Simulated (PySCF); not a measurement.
HSi, charge +1, multiplicity 1. Atoms are numbered in the order given.

```xyz
2

Si     0.0000     0.0000    -0.1012
H      0.0000     0.0000     1.4164
```
Charge +1, spin multiplicity 1.

Geometry: r2SCAN-D4/def2-TZVPD.

The numbers are results of TDA-ωB97X/def2-TZVPD in PySCF 2.14.0, not measurements.

Vertical excitations; the highest root listed may be one member of a degenerate set. The molecule is in vacuum. State labels are in the subgroup C2v.

Computed UV-visible absorptions:
| state | symmetry | energy (eV) | λ (nm) | f | main pairs |
|---|---|---|---|---|---|
| S1 | B1 | 3.39 | 366 | 0.024 | HOMO→LUMO (degenerate set) |
| S2 | B2 | 3.39 | 366 | 0.024 | HOMO→LUMO+1 (degenerate set) |
| S3 | A1 | 10.03 | 124 | 0.825 | HOMO→LUMO+2 76 %, HOMO→LUMO+3 22 % |
| S4 | B2 | 10.38 | 119 | 0.074 | HOMO−1→LUMO+1, HOMO→LUMO+5 (degenerate set) |
| S5 | B1 | 10.38 | 119 | 0.074 | HOMO−1→LUMO, HOMO→LUMO+4 (degenerate set) |
| S6 | A1 | 10.91 | 114 | 0.304 | HOMO→LUMO+3 75 %, HOMO→LUMO+2 22 % |
| S7 | A2 | 11.27 | 110 | 0.000 | HOMO→LUMO+6 (degenerate set) |
| S8 | A1 | 11.27 | 110 | 0.000 | HOMO→LUMO+7 (degenerate set) |
| S9 | B1 | 12.02 | 103 | 0.989 | HOMO→LUMO+4, HOMO−1→LUMO (degenerate set) |
| S10 | B2 | 12.02 | 103 | 0.989 | HOMO→LUMO+5, HOMO−1→LUMO+1 (degenerate set) |
| T1 | B2 | 2.10 | 591 | 0 | HOMO→LUMO+1 (degenerate set) |
| T2 | B1 | 2.10 | 591 | 0 | HOMO→LUMO (degenerate set) |
| T3 | A1 | 7.46 | 166 | 0 | HOMO→LUMO+2 88 % |
| T4 | B2 | 7.96 | 156 | 0 | HOMO−1→LUMO+1 91 % |
Triplets are in the Tamm–Dancoff approximation.
